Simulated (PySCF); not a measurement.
## Exercise with solution: oscillator strength and radiative lifetime

C₄H₂BrCl, SMILES C(#C)/C(=C\Cl)Br.

The structure is a stationary point at ωB97X-D3(BJ)/def2-SVP. The structure was generated by enumeration; whether it is a known compound was not checked.

TDA-M06-2X/def2-SVPD (PySCF) puts the first singlet state with f over 0.02 at 5.55 eV (vertical), with the transition dipole (-1.089, 1.131, 0.000) in atomic units.

Question: Find the oscillator strength, the wavelength and the radiative lifetime that this transition would have in vacuum if emission retraced absorption.

Answer: 
|μ|² = 2.4651 au, so |μ| = 3.99 D. ΔE = 5.55/27.211 = 0.2040 hartree. f = (2/3) ΔE |μ|² = 0.335 (the program prints 0.335).
λ = 1239.84/5.55 = 223 nm; ν = 44764 cm⁻¹.
Einstein's coefficient A = 0.6670 ν² f s⁻¹ (ν in cm⁻¹) = 4.5e8 s⁻¹, so τ = 1/A = 2.2 ns. This state is S3; the lower singlets have f = 0.000, 0.000. The figure is the radiative limit of this one transition; relaxation, internal conversion, crossing to triplets and a medium change what is measured.
